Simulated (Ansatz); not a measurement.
ClHTe (SMILES Cl[TeH]) moved off its minimum; all values from Ansatz (a program for electronic structure), cores frozen in correlated methods. Elements past Kr take the def2 small-core potentials, without spin–orbit coupling.
(charge 0, multiplicity 1)
```xyz
3

Te    -0.3082    -0.2988     0.4019
H     -1.3574    -0.8849    -0.8015
Cl     0.9967     0.9864    -1.1324
```

**Question.** Give the forces (eV/Å), the total energy and the dipole at CCSD(T)/def2-TZVPPD.

**Answer.** 
| atom | Fx | Fy | Fz |
|---|---|---|---|
| Te1 | -0.103 | 0.046 | -0.683 |
| H2 | 0.370 | 0.212 | 0.394 |
| Cl3 | -0.267 | -0.258 | 0.289 |
Energy -727.4785 hartree, dipole 1.97 D.
